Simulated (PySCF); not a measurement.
C3H7AlO2.

```xyz
13

C      2.6623     0.2033     0.2819
Al     0.7494     0.0602     0.0738
O     -0.2117    -1.0475    -0.8281
C     -1.5762    -0.7488    -0.6483
C     -1.7705     0.4866     0.3036
O     -0.5327     0.9939     0.7439
H      2.9900     1.2541     0.2467
H      3.1952    -0.3521    -0.5049
H      2.9802    -0.2057     1.2546
H     -2.0948    -1.6312    -0.2311
H     -2.0410    -0.5449    -1.6302
H     -2.3291     1.2828    -0.2216
H     -2.3820     0.1964     1.1774
```
Charge 0, spin multiplicity 1.

Geometry optimised at PBE0-D3(BJ)/def2-SVP. A frequency run showed that this geometry is not a minimum. Other conformers were not sampled.

Calculation: PBE/pcSseg-1 run with PySCF. Non-relativistic, no solvent.

Problem. Give the absolute GIAO shielding of each atom: isotropic value and principal components (ppm). (Estimate from the structure and the level; the computed values follow.)

Solution. 
```tsv
atom	σ(iso)	σ11	σ22	σ33	span
C1	202.5	197.8	204.4	205.2	7.4
Al2	373.7	297.0	311.9	512.4	215.4
O3	264.7	129.9	312.5	351.9	222.0
C4	110.9	84.2	95.3	153.3	69.1
C5	110.9	84.1	95.3	153.3	69.3
O6	266.1	132.4	312.3	353.6	221.2
H7	31.5	26.6	28.4	39.4	12.7
H8	31.5	26.5	28.6	39.4	12.8
H9	31.5	26.7	28.3	39.4	12.6
H10	27.0	22.8	25.5	32.6	9.8
H11	27.0	22.8	25.5	32.6	9.8
H12	27.0	22.8	25.5	32.6	9.8
H13	27.0	22.8	25.5	32.6	9.8
```
